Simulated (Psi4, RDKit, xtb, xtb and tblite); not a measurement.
Torsional profile of C3H12OSi2, SMILES C[Si](C)(C)[SiH2]O. Scanned: dihedral Si2–Si5–O6–H18; all other coordinates were relaxed at GFN2-xTB. Points at φ and −φ are mirror images. Heavy atoms are numbered in the order of the SMILES C[Si](C)(C)[SiH2]O, hydrogens after them in the order of the atoms that carry them; the mirror image has the same energies with the sign of each dihedral reversed.

Methods: GFN1-xTB // GFN2-xTB (xtb); GFN2-xTB (xtb and tblite); UFF // GFN2-xTB (RDKit); PBE-D3(BJ)/def2-SVP // GFN2-xTB (Psi4).

Energies relative to the lowest point of each profile, in kcal/mol; the last columns give the difference from PBE-D3(BJ):

| φ / ° | GFN1-xTB | GFN2-xTB | UFF | PBE-D3(BJ)/def2-SVP | GFN1-xTB − PBE-D3(BJ)/def2-SVP | GFN2-xTB − PBE-D3(BJ)/def2-SVP | UFF − PBE-D3(BJ)/def2-SVP |
|---|---|---|---|---|---|---|---|
| -165 | 0.10 | 0.15 | 0.37 | 0.08 | 0.02 | 0.07 | 0.29 |
| -150 | 0.23 | 0.53 | 0.18 | 0.29 | -0.06 | 0.24 | -0.11 |
| -135 | 0.36 | 0.99 | 0.06 | 0.58 | -0.23 | 0.40 | -0.53 |
| -120 | 0.44 | 1.32 | 0.00 | 0.81 | -0.37 | 0.51 | -0.81 |
| -105 | 0.44 | 1.39 | 0.08 | 0.89 | -0.45 | 0.50 | -0.81 |
| -90 | 0.36 | 1.23 | 0.27 | 0.82 | -0.46 | 0.41 | -0.55 |
| -75 | 0.22 | 0.99 | 0.49 | 0.69 | -0.47 | 0.30 | -0.20 |
| -60 | 0.10 | 0.86 | 0.64 | 0.60 | -0.50 | 0.26 | 0.04 |
| -45 | 0.02 | 0.93 | 0.78 | 0.63 | -0.61 | 0.30 | 0.15 |
| -30 | 0.01 | 1.17 | 0.87 | 0.77 | -0.76 | 0.40 | 0.10 |
| -15 | 0.00 | 1.44 | 0.90 | 0.92 | -0.91 | 0.52 | -0.01 |
| 0 | 0.00 | 1.57 | 0.89 | 0.98 | -0.98 | 0.60 | -0.09 |
| 15 | 0.00 | 1.44 | 0.90 | 0.92 | -0.91 | 0.52 | -0.01 |
| 30 | 0.01 | 1.17 | 0.87 | 0.77 | -0.76 | 0.40 | 0.10 |
| 45 | 0.02 | 0.93 | 0.78 | 0.63 | -0.61 | 0.30 | 0.15 |
| 60 | 0.10 | 0.86 | 0.64 | 0.60 | -0.50 | 0.26 | 0.04 |
| 75 | 0.22 | 0.99 | 0.49 | 0.69 | -0.47 | 0.30 | -0.20 |
| 90 | 0.36 | 1.23 | 0.27 | 0.82 | -0.46 | 0.41 | -0.55 |
| 105 | 0.44 | 1.39 | 0.08 | 0.89 | -0.45 | 0.50 | -0.81 |
| 120 | 0.44 | 1.32 | 0.00 | 0.81 | -0.37 | 0.51 | -0.81 |
| 135 | 0.36 | 0.99 | 0.06 | 0.58 | -0.23 | 0.40 | -0.53 |
| 150 | 0.23 | 0.53 | 0.18 | 0.29 | -0.06 | 0.24 | -0.11 |
| 165 | 0.10 | 0.15 | 0.37 | 0.08 | 0.02 | 0.07 | 0.29 |
| 180 | 0.05 | 0.00 | 0.47 | 0.00 | 0.05 | 0.00 | 0.47 |

GFN1-xTB is furthest from PBE-D3(BJ)/def2-SVP at 0 (-0.98 kcal/mol, below); its mean absolute difference over the points is 0.45 kcal/mol.

GFN2-xTB is furthest from PBE-D3(BJ)/def2-SVP at 0 (0.60 kcal/mol, above); its mean absolute difference over the points is 0.35 kcal/mol.

UFF is furthest from PBE-D3(BJ)/def2-SVP at -105 (-0.81 kcal/mol, below); its mean absolute difference over the points is 0.32 kcal/mol.
